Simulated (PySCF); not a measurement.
H2MgO2, SMILES [OH][Mg][OH]. Heavy atoms are numbered as in [Mg:1]([OH:2])[OH:3]. Hydrogens are named by the atom that carries them.

Coordinates come from a PBE-D3(BJ)/def2-TZVP optimisation. One conformer was computed; it need not be the lowest.

The numbers are results of HF/def2-TZVPD (PySCF), not measurements.

Mulliken values depend strongly on the basis, most of all with diffuse functions as here. ESP charges are fitted to the potential on shells at 1.4 to 2.0 van der Waals radii. Atomic charges (e), one atom of each kind:

| atom | ESP fit | Mulliken |
|---|---|---|
| Mg1 | 1.32 | 1.18 |
| O2 (OH) | -1.05 | -0.83 |
| H on O2 | 0.39 | 0.24 |
